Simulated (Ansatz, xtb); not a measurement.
## Two isomers of C2H9BSi3

Structure X: `B[Si]([SiH3])([SiH3])C#C`, a singlet. Structure Y: `B[Si@@H]([SiH3])[SiH2]C#C`, a singlet. Both are isolated molecules in the gas phase, relaxed with r2SCAN-D4/def2-SVP; the shapes shown needn't be the lowest conformers.

X (Å):

```yaml
atoms:
  - { symbol: C, position_ang: [-0.5563, 1.0768, -1.5255] }
  - { symbol: C, position_ang: [-0.8619, 1.2597, -2.6949] }
  - { symbol: B, position_ang: [0.1272, -1.0374, 0.8641] }
  - { symbol: Si, position_ang: [-0.0977, 0.8369, 0.2343] }
  - { symbol: Si, position_ang: [1.8902, 2.0344, 0.6556] }
  - { symbol: Si, position_ang: [-1.7184, 1.9027, 1.5767] }
  - { symbol: H, position_ang: [0.4303, -1.2120, 2.0211] }
  - { symbol: H, position_ang: [-0.0254, -1.9986, 0.1518] }
  - { symbol: H, position_ang: [1.6965, 3.4661, 0.2737] }
  - { symbol: H, position_ang: [2.2099, 1.9531, 2.1139] }
  - { symbol: H, position_ang: [3.0336, 1.4735, -0.1261] }
  - { symbol: H, position_ang: [-3.0531, 1.2457, 1.4354] }
  - { symbol: H, position_ang: [-1.8359, 3.3349, 1.1668] }
  - { symbol: H, position_ang: [-1.2902, 1.8338, 3.0075] }
  - { symbol: H, position_ang: [-1.1308, 1.4141, -3.7249] }
```

Y (Å):

```xyz
15

C    -1.7422   -1.5145   -1.4037
C    -2.1080   -1.2765   -2.5449
B     1.5562    0.4478   -0.2174
Si   -0.0286    0.1922    0.9631
Si   -1.5930    1.8891    0.4799
Si   -1.1583   -1.7738    0.3132
H     1.3901    0.4169   -1.4136
H     2.6707    0.6418    0.2036
H     0.2272    0.1549    2.4400
H    -1.1141    3.2106    0.9904
H    -1.7876    1.9826   -0.9971
H    -2.9020    1.5743    1.1309
H    -0.2770   -2.9794    0.3604
H    -2.3325   -2.0087    1.2076
H    -2.4345   -1.0757   -3.5501
```

Which of the two would you expect CCSD(T)/def2-SVP + ΔMP2/def2-TZVPP electronic energies to favour?

Too close to call at this level: CCSD(T)/def2-SVP + ΔMP2/def2-TZVPP gives E(Y) − E(X) = +0.09 kcal/mol.

How the difference moves with the method:

```json
{"level": "GFN2-xTB", "geometry": "GFN2-xTB", "E(Y) − E(X) (kcal/mol)": "+0.83", "departure from the last row (kcal/mol)": "+0.74", "job, with rough time for the two": "optimisation, 6 s"}
{"level": "HF/STO-3G", "geometry": "GFN2-xTB", "E(Y) − E(X) (kcal/mol)": "+0.70", "departure from the last row (kcal/mol)": "+0.61", "job, with rough time for the two": "single point, 5 s"}
{"level": "r2SCAN-D4/def2-SVP//GFN2-xTB", "geometry": "GFN2-xTB", "E(Y) − E(X) (kcal/mol)": "−0.05", "departure from the last row (kcal/mol)": "−0.14", "job, with rough time for the two": "single point, 23 s"}
{"level": "r2SCAN-D4/def2-SVP", "geometry": "r2SCAN-D4/def2-SVP", "E(Y) − E(X) (kcal/mol)": "−0.07", "departure from the last row (kcal/mol)": "−0.15", "job, with rough time for the two": "optimisation, 6.9 min"}
{"level": "HF/def2-SVP", "geometry": "r2SCAN-D4/def2-SVP", "E(Y) − E(X) (kcal/mol)": "−0.12", "departure from the last row (kcal/mol)": "−0.21", "job, with rough time for the two": "part of the CCSD(T) run"}
{"level": "MP2/def2-SVP", "geometry": "r2SCAN-D4/def2-SVP", "E(Y) − E(X) (kcal/mol)": "−0.01", "departure from the last row (kcal/mol)": "−0.10", "job, with rough time for the two": "part of the CCSD(T) run"}
{"level": "CCSD(T)/def2-SVP", "geometry": "r2SCAN-D4/def2-SVP", "E(Y) − E(X) (kcal/mol)": "−0.08", "departure from the last row (kcal/mol)": "−0.17", "job, with rough time for the two": "single point"}
{"level": "CCSD(T)/def2-SVP + ΔMP2/def2-TZVPP", "geometry": "r2SCAN-D4/def2-SVP", "E(Y) − E(X) (kcal/mol)": "+0.09", "departure from the last row (kcal/mol)": "", "job, with rough time for the two": "single point, 4 min"}
```

As drawn, both hold the same kinds of bond in the same numbers.

The largest departure from CCSD(T)/def2-SVP + ΔMP2/def2-TZVPP is that of GFN2-xTB, 0.74 kcal/mol. The last row adds to CCSD(T) the change of the MP2 difference between the two basis sets, here +0.17 kcal/mol.

With thermal terms from frequencies at re-optimised GFN2-xTB minima (ideal gas, soft modes damped towards free rotors, one conformer each, 298.15 K, 1 atm): on the last row, ΔE + ΔZPE = +0.18, ΔH = −0.13, ΔG = +0.57 kcal/mol.

The correlated steps freeze 18 core orbitals. Mirror images aren't counted in ΔG. Programs: Ansatz 0.2.0, xtb 6.7.1; the last row on 2 threads of Intel(R) Xeon(R) Processor @ 2.50GHz (Skylake/Cascade Lake) on a shared host.
